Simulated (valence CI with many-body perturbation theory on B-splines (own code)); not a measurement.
Results of a calculation; reference values are marked as such.
# Cs VII: what the settings do

Level of theory: configuration interaction combined with many-body perturbation theory (CI+MBPT): three valence electrons over a frozen Dirac-Fock core [Kr] 4d10, a basis of 5 s, 5 p, 5 d, 5 f, 2 g functions for each j, with the one-electron correlation potential Σ1 (screened to all orders), the two-electron term Σ2, the three-electron term Σ3, Breit, model QED; selected single and double excitations, second order for the rest, scaled by the run's own slope (own B-spline code, finite nucleus).

Set against measurement, 21 paired levels are off by 388 cm⁻¹ on average, the worst by 913. These come from a selection out of Sansonetti, J. Phys. Chem. Ref. Data 38, 761 (2009). Levels without a partner in it may be off by more, other configurations by several thousand cm⁻¹.

The reference run has the lowest level 5s2 5p 2P°_1/2 and an ionisation energy of 83.3118 eV. Its largest variational space holds 4446 state functions.

Names give the largest LS component (configuration and term), which can be under half, so a name can repeat, a term be missing and a line seem to break the LS rules; names also repeat where a configuration has a term twice.

Changed runs:
A. selection threshold (hartree) 2e-08 → 1e-06
B. hole-hole ladder in Σ2 on → off; highest l with Σ1, explicit Σ2 and valence Breit (higher l get mean screening factors) 3 → 1
C. QED terms on → off; orbitals per symmetry with explicit Σ2 and valence Breit (the others get mean screening factors) 5 → 1
D. start configuration 5s2 5p1 → 5s3 (bad on purpose)

Excitation energies of the reference run in cm⁻¹, and shifts in cm⁻¹:

| Level | Reference | A | B | C |
| --- | --- | --- | --- | --- |
| 5s2 5p 2P°_3/2 | 19381 | 0 | +19 | -27 |
| 5s 5p2 4P_1/2 | 103877 | +0.1 | -218 | +339 |
| 5s 5p2 4P_3/2 | 113876 | +0.3 | -233 | +309 |
| 5s 5p2 4P_5/2 | 121936 | +0.5 | -88 | +290 |
| 5s 5p2 2D_3/2 | 141122 | 0 | +969 | +258 |
| 5s 5p2 2D_5/2 | 147070 | +0.5 | +886 | +233 |
| 5s 5p2 2P_1/2 | 158558 | -0.3 | +453 | +382 |
| 4f 5s2 2F°_5/2 | 167376 | -0.4 | +15942 | +182 |
| 4f 5s2 2F°_7/2 | 168155 | -0.3 | +15594 | +177 |
| 5s 5p2 2S_1/2 | 178514 | -0.1 | +481 | +376 |
| 5s 5p2 2P_3/2 | 179920 | -0.6 | +669 | +358 |
| 5s2 5d 2D_3/2 | 206591 | -0.6 | +2659 | +36 |
| Ionisation energy (eV) | 83.3118 | 0 | -0.0515 | +0.0203 |

Run D: It gave no result: a shell was given more electrons than it holds. The program said: "a valence shell holds more than 4l+2 electrons".
